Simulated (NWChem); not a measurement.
# AlClF2; SMILES [F][Al]([F])[Cl]

Program: NWChem. Pople sets run with spherical d functions. Structure relaxed at the PBE0/def2-SVP level. Vertical excitations in the gas phase.

Question: Predict the results for PBE0/6-31G*, full TDDFT. Quantities: lowest excitation, singlet (eV); oscillator strength of that lowest state; lowest state with f > 0.02, singlet (eV); lowest triplet (eV); orbital gap (eV).

Answer: 
```yaml
lowest excitation, singlet (eV): 7.03
oscillator_strength_of_that_lowest_state: 0.022
lowest state with f > 0.02, singlet (eV): 7.03
lowest triplet (eV): 6.70
orbital gap (eV): 8.51
```
